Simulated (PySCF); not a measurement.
Species: C4H5NO2S.
Numbering: `[CH3:1][S@:2](=[O:3])[c:4]1[cH:5][n:6][o:7][cH:8]1` (hydrogens: H9, H10, H11 on C1; H12 on C5; H13 on C8)

Cartesian coordinates in Å at the PBE0-D3(BJ)/def2-SVP level; atoms count from 1:
```xyz
13
C4H5NO2S angstrom
C      1.9587    0.6336   -0.0159
S      1.1456   -0.9895    0.0534
O      1.2511   -1.5694   -1.3258
C     -0.5248   -0.3811    0.1710
C     -1.2679    0.2673    1.1963
N     -2.5164    0.4243    0.8431
O     -2.6317   -0.1222   -0.3992
C     -1.4579   -0.6022   -0.7981
H      1.5711    1.1620   -0.8978
H      3.0328    0.4323   -0.1296
H      1.7709    1.1965    0.9098
H     -0.9388    0.6271    2.1715
H     -1.3968   -1.0842   -1.7717
```

The calculation used PySCF, PBE0-D3(BJ)/def2-SVP geometry optimisation, gas phase.

Take the most abundant isotopes and a rigid rotor. The values belong to one conformer with, in the numbering `[CH3:1][S@:2](=[O:3])[c:4]1[cH:5][n:6][o:7][cH:8]1`, C1–S2–C4–C5 -72°.

Q: What are A, B and C (GHz)?

A: Ia = 124.26, Ib = 416.04, Ic = 490.08 u·Å²; 505379 MHz·u·Å²/I gives 4067, 1215 and 1031 MHz, that is A = 4.0670, B = 1.2147, C = 1.0312 GHz.

Q: What kind of rotor is it?

A: An asymmetric top: κ = (2 × 1215 − 4067 − 1031)/(4067 − 1031) = -0.88.

Q: Is it planar, by Δ = Ic − Ia − Ib?

A: Not planar: Δ = Ic − Ia − Ib = -50.23 u·Å². For a rigid frame Δ = −2 Σ m c², so Σ m c² = 25.11 u·Å² lies off the ab plane: 5.24 from hydrogen and 19.88 from heavier atoms. The atom farthest from that plane is 1.80 Å away.

Q: Give the other two planar moments, Paa and Pbb, and the rms extents of the mass along the axes.

A: Paa = Σ m a² = (Ib + Ic − Ia)/2 = 390.93 and Pbb = Σ m b² = (Ia + Ic − Ib)/2 = 99.15 u·Å². With the mass M = 131.00 u, the rms extents √(P/M) along a, b and c are 1.73, 0.87, 0.44 Å.

Q: Where do the levels up to J = 2 lie, in K?

A: Above 0(0,0), as E/k:
J = 1: 1(0,1) 0.108, 1(1,1) 0.245, 1(1,0) 0.253
J = 2: 2(0,2) 0.323, 2(1,2) 0.451, 2(1,1) 0.478, 2(2,1) 0.889, 2(2,0) 0.889
Those of J = 1 are B + C, A + C and A + B.

Q: Predict some low-J microwave lines.

A: The dipole components are |μa| = 1.16 D, |μb| = 2.87 D, |μc| = 0.25 D. Intensities carry the squares of the components, which stand as 0.16 : 1.00 : 0.01 (a : b : c). Some lines, for components of 0.1 D or more:

| type | branch | J(Ka,Kc) | MHz | lower level (cm⁻¹) |
| --- | --- | --- | --- | --- |
| a | Q | 2(1,1) ← 2(1,2) | 551 | 0.314 |
| b | R | 2(0,2) ← 1(1,1) | 1631 | 0.170 |
| a | R | 1(0,1) ← 0(0,0) | 2246 | 0.000 |
| c | Q | 2(1,2) ← 2(0,2) | 2677 | 0.224 |
| c | Q | 1(1,1) ← 1(0,1) | 2852 | 0.075 |
| b | Q | 1(1,0) ← 1(0,1) | 3036 | 0.075 |
| b | Q | 2(1,1) ← 2(0,2) | 3228 | 0.224 |
| a | R | 2(1,2) ← 1(1,1) | 4308 | 0.170 |
| a | R | 2(0,2) ← 1(0,1) | 4483 | 0.075 |
| a | R | 2(1,1) ← 1(1,0) | 4675 | 0.176 |
| b | R | 1(1,1) ← 0(0,0) | 5098 | 0.000 |
| c | R | 1(1,0) ← 0(0,0) | 5282 | 0.000 |
| b | R | 2(1,2) ← 1(0,1) | 7161 | 0.075 |
| c | R | 2(1,1) ← 1(0,1) | 7711 | 0.075 |
| c | Q | 2(2,1) ← 2(1,1) | 8557 | 0.332 |
| b | Q | 2(2,0) ← 2(1,1) | 8565 | 0.332 |
| b | Q | 2(2,1) ← 2(1,2) | 9107 | 0.314 |
| b | R | 2(2,1) ← 1(1,0) | 13232 | 0.176 |
| c | R | 2(2,0) ← 1(1,0) | 13241 | 0.176 |
| c | R | 2(2,1) ← 1(1,1) | 13416 | 0.170 |
| b | R | 2(2,0) ← 1(1,1) | 13424 | 0.170 |

Q: Estimate the classical rotational partition function at 100 K, 200 K and 298.15 K.

A: Point group C1, symmetry number σ = 1; q = (√π/σ)·√((kT/h)³/(ABC)), k/h = 20836.6 MHz/K: 74700 at 100 K, 211000 at 200 K, 385000 at 298.15 K.

No frequency check. These are rigid-rotor constants of the computed structure; measured ground-state constants (B0) also hold zero-point vibration. A rigid rotor knows nothing of internal rotation, which can split or shift real lines. Quadrupole hyperfine structure (14N) is left out.

Rough CPU time on one thread of a shared machine: about 2.4 min. That covers the optimisation of the geometry.
